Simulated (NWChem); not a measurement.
The numbers come from NWChem runs, not from measurements. System: CClF, charge 1, spin multiplicity 2, at the geometry of a parent with another charge or spin, in a state set for the comparison that need not be this species' ground state. Its SCF solution wasn't tested for a lower state. Level: UBHandHLYP/def2-TZVPD.

NWChem printed:

```
             Northwest Computational Chemistry Package (NWChem) 7.3.0
             --------------------------------------------------------

                                NWChem Input Module
                                -------------------

 Scaling coordinates for geometry "geometry" by  1.889725989
 (inverse scale =  0.529177249)

 Turning off AUTOSYM since
 SYMMETRY directive was detected!

                             Geometry "geometry" -> ""
                             -------------------------

 Output coordinates in angstroms (scale by  1.889725989 to convert to a.u.)

  No.       Tag          Charge          X              Y              Z
 ---- ---------------- ---------- -------------- -------------- --------------
    1 F                    9.0000     0.25268000    -1.47384100     0.00000000
    2 C                    6.0000    -0.68535100    -0.58565500     0.00000000
    3 Cl                  17.0000     0.10811700     0.98697100     0.00000000

 Effective nuclear repulsion energy (a.u.)      85.6080966100

            Nuclear Dipole moment (a.u.)
            ----------------------------
        X                 Y               Z
 ---------------- ---------------- ----------------
     0.0000056692     0.0000151178     0.0000000000

      Symmetry information
      --------------------

 Group name             Cs
 Group number              2
 Group order               2
 No. of unique centers     3

      Symmetry unique atoms

     1    2    3


 Summary of "ao basis" -> "" (spherical)
 ------------------------------------------------------------------------------
       Tag                 Description            Shells   Functions and Types
 ---------------- ------------------------------  ------  ---------------------
 *                         def2-tzvpd                 on all atoms

                                 NWChem DFT Module
                                 -----------------

 Summary of "ao basis" -> "ao basis" (spherical)
 ------------------------------------------------------------------------------
       Tag                 Description            Shells   Functions and Types
 ---------------- ------------------------------  ------  ---------------------
 F                         def2-tzvpd               14       40   6s4p3d1f
 C                         def2-tzvpd               13       37   6s3p3d1f
 Cl                        def2-tzvpd               16       46   6s6p3d1f
[...]
   alpha - beta orbital overlaps
   -----------------------------

   alpha      1      2      3      4      5      6      7      8      9     10
    beta      1      2      3      4      5      6      7      8      9     10
 overlap   1.000  1.000  1.000  1.000  0.857  1.000  0.857  1.000  0.999  0.981

   alpha     11     12     13     14     15     16     17     18     19     20
    beta     12     11     13     16     14     15     17     18     19     20
 overlap   0.972  1.000  0.934  0.784  0.999  0.834  0.998  0.977  0.987  0.974

   alpha     21     22     23     24     25     26     27     28     29     30
    beta     21     22     23     24     26     25     27     28     30     29
 overlap   1.000  0.970  0.957  0.997  0.997  1.000  0.998  0.997  0.997  0.999

   alpha     31     32     33     34     35     36     37     38     39     40
    beta     31     33     32     34     35     37     36     38     39     40
 overlap   0.997  0.983  1.000  0.980  0.978  0.986  0.999  0.999  0.846  0.837

   alpha     41     42     43     44     45     46     47     48     49     50
    beta     41     42     43     44     45     47     46     48     49     50
 overlap   0.998  0.998  0.995  0.984  0.983  0.795  0.996  0.796  0.997  0.994

   alpha     51     52     53     54     55     56     57     58     59     60
    beta     51     52     53     54     55     56     57     58     59     60
 overlap   0.998  0.995  0.995  0.998  0.999  0.992  0.996  0.993  0.999  0.998

   alpha     61     62     63     64     65     66     67     68     69     70
    beta     61     62     63     64     65     66     67     68     70     69
 overlap   1.000  0.845  0.845  0.998  0.999  0.998  1.000  0.999  0.990  0.982

   alpha     71     72     73     74     75     76     77     78     79     80
    beta     71     72     73     74     75     76     77     78     79     80
 overlap   0.987  0.982  0.995  0.995  0.993  0.992  0.993  0.996  0.996  0.999

   alpha     81     82     83     84     85     86     87     88     89     90
    beta     81     82     83     84     86     85     87     88     89     90
 overlap   0.996  0.996  0.998  0.876  0.877  1.000  0.999  0.998  0.998  0.999

   alpha     91     92     93     94     95     96     97     98     99    100
    beta     92     91     93     94     96     95     97     98     99    100
 overlap   0.957  0.997  0.955  0.981  0.971  0.993  0.992  0.999  0.999  0.998

   alpha    101    102    103    104    105    106    107    108    109    110
    beta    101    102    103    104    105    106    107    108    109    110
 overlap   1.000  0.999  1.000  1.000  1.000  1.000  1.000  1.000  1.000  1.000

   alpha    111    112    113    114    115    116    117    118    119    120
    beta    111    112    113    114    115    116    117    118    119    120
 overlap   1.000  1.000  1.000  1.000  1.000  1.000  1.000  1.000  1.000  1.000

   alpha    121    122    123
    beta    121    122    123
 overlap   1.000  1.000  1.000

     --------------------------
     Expectation value of S2:
     --------------------------
      <S2> =      0.7649 (Exact =     0.7500)

 center of mass
 --------------
 x =   0.01022766 y =  -0.01475978 z =   0.00000000

 moments of inertia (a.u.)
 ------------------
         283.699304384229          -5.269500592736           0.000000000000
          -5.269500592736          25.912695283229           0.000000000000
           0.000000000000           0.000000000000         309.611999667458

     Multipole analysis of the density
     ---------------------------------

     L   x y z        total         alpha         beta         nuclear
     -   - - -        -----         -----         ----         -------
     0   0 0 0      1.000000    -16.000000    -15.000000     32.000000

     1   1 0 0     -0.504931      0.412507     -0.917444      0.000006
     1   0 1 0     -0.101821      0.317335     -0.419170      0.000015
     1   0 0 1     -0.000000     -0.000000     -0.000000      0.000000

     2   2 0 0    -13.563507    -15.273526    -11.115739     12.825758
     2   1 1 0      1.863795     -1.760223      0.514957      3.109061
     2   1 0 1     -0.000000     -0.000000     -0.000000      0.000000
     2   0 2 0    -10.615211    -75.181606    -71.732974    136.299369
     2   0 1 1      0.000000      0.000000     -0.000000      0.000000
     2   0 0 2    -14.545295     -7.545484     -6.999812      0.000000

 Task  times  cpu:        9.3s     wall:        9.3s

 Total times  cpu:        9.3s     wall:        9.3s
```

Problem. Write an NWChem input that would produce this output.

Solution. One answer among several that fit: 
```
start mol
memory heap 200 mb stack 900 mb global 1100 mb
charge 1
geometry units angstroms nocenter noautoz
  F      0.252680    -1.473841     0.000000
  C     -0.685351    -0.585655     0.000000
  Cl     0.108117     0.986971     0.000000
  symmetry group Cs
end
basis spherical
  * library def2-tzvpd
end
dft
  xc bhlyp
  odft
  mult 2
  semidirect memsize 60000000 filesize 0
  iterations 100
end
task dft energy
```
